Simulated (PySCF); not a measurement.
# Electronic structure of As⁺ (arsenic, charge +1) at the UHF level

Configuration: [Ar] 3d10 4s2 4p2, high-spin 3P determinant. Computed with PySCF 2.14 in cc-pVTZ-PP with ECP10MDF (5s4p3d1f, 39 functions), with scalar relativity through the core potential.

```
Total energy                                                  : -330.863829 hartree
One-electron energy                                           : -578.7983 hartree
Hartree (Coulomb) energy                                      : 273.3961 hartree
Exchange energy                                               : -25.4616 hartree
⟨S²⟩                                                          : 2.0091
⟨L²⟩                                                          : 2.026
Sum of ⟨r⟩                                                    : 20.07 bohr
Sum of ⟨r²⟩                                                   : 29.87 bohr²
Traceless quadrupole moment −½Σ⟨3z² − r²⟩ along its main axis : 2.52 e·bohr²
Time after the integrals                                      : 0.13 s of wall time on 1 thread of Intel(R) Xeon(R) Platinum 8375C CPU @ 2.90GHz (shared host)
```

```tsv
shell	electrons	mean orbital energy (hartree)	spread (hartree)	rms radius, mean of both spins (bohr)
3s α	1	-8.46215	0	0.641
3s β	1	-8.44958	0	0.641
3p α	3	-6.37552	0.00053	0.668
3p β	3	-6.36080	0.02182	0.668
3d α	5	-2.44499	0.01186	0.743
3d β	5	-2.43580	0.02155	0.743
4s α	1	-1.11895	0	2.05
4s β	1	-0.93048	0	2.05
4p α	2	-0.67765	0	2.49
```

Energies and moments cover only the electrons outside the core potential.
